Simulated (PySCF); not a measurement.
Results of a calculation; reference values are marked as such.
**Si3H9SN2**

The system: Si3H9SN2, a small molecule (built as: Si site whose three back bonds go to NHSiH3, SSiH3, NH2); neutral, doublet. The structure, one conformer, was relaxed in the gas phase by PBE0-D3(BJ)/def2-SVP. No frequency run checks that it is a minimum.

SMILES: N[Si](N[SiH3])S[SiH3]

```xyz
15

Si    1.574   -0.404    0.041
N     0.041   -1.169   -0.261
Si   -1.072   -0.672   -1.527
S     1.544    0.802    1.849
Si   -0.539    0.613    2.353
N     1.754    0.707   -1.282
H    -0.183   -2.027    0.235
H    -2.258   -1.575   -1.410
H    -1.512    0.743   -1.362
H    -0.500   -0.836   -2.899
H    -0.699    1.419    3.599
H    -1.435    1.162    1.296
H    -0.920   -0.799    2.650
H     2.085    0.374   -2.183
H     2.109    1.638   -1.084
```
Atom numbers follow the order of the file, from 1.

EPR values by unrestricted B3LYP, IGLO-III on N S Si, pcH-1 on H.

Task: Predict g and the largest hyperfine couplings. Where does the spin sit?

Result: g = 2.0020, 2.0028, 2.0039. The spin sits on Si1 (73 %, bonded to 2 N + 1 S) by Mulliken populations.
| atom | isotope | isotropic (MHz) | dipolar, principal values (MHz) |
| --- | --- | --- | --- |
| Si1 | 29Si | -807.2 | -115.2, 57.3, 57.8 |
| S4 | 33S | 40.0 | -12.0, -11.7, 23.7 |
| N2 | 14N | 28.3 | -4.4, -4.0, 8.4 |
| N6 | 14N | 11.5 | -6.2, -5.9, 12.1 |
| H14 | 1H | -5.8 | -8.3, -3.6, 11.9 |
| H15 | 1H | -5.3 | -8.4, -1.8, 10.1 |

Task: How do the isotropic couplings move with BHandHLYP?

Result: Si1 -807.2 to -847.0 MHz, S4 40.0 to 41.6 MHz, N2 28.3 to 28.3 MHz, N6 11.5 to 13.3 MHz.
